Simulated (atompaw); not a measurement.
## u(r) = r·R(r): atom against pseudo-atom (Li (Z = 3))

Columns: radius, all-electron u(r) and pseudo u(r) of the 2p shell (level -1.09 eV) of lithium in the configuration [He] 2s1 2p0; PBE, non-relativistic, PAW (atompaw) scheme, atompaw 4.2.0.5.

```
r (bohr)  all-electron  pseudo
   0.115        0.0053  0.0008
   0.231        0.0183  0.0033
   0.346        0.0356  0.0075
   0.462        0.0556  0.0135
   0.577        0.0769  0.0212
   0.692        0.0989  0.0307
   0.808        0.1211  0.0423
   0.923        0.1430  0.0557
   1.038        0.1645  0.0711
   1.154        0.1856  0.0886
   1.269        0.2057  0.1080
   1.385        0.2252  0.1295
   1.500        0.2436  0.1525
   1.615        0.2610  0.1770
   1.731        0.2777  0.2030
   1.846        0.2937  0.2294
   1.962        0.3095  0.2563
   2.077        0.3245  0.2825
   2.192        0.3386  0.3075
   2.308        0.3520  0.3308
   2.423        0.3642  0.3513
   2.538        0.3755  0.3688
   2.654        0.3858  0.3831
   2.769        0.3950  0.3943
   2.885        0.4032  0.4031
   3.000        0.4103  0.4103
```

Q: How many radial nodes do the two functions have?

A: The all-electron 2p function has n − l − 1 = 0; the pseudo-wave has 0.

Q: Is the pseudo-wave norm-conserving?

A: No, it belongs to a PAW set: the norm inside the radius is not constrained, and the difference is carried by the augmentation charge.
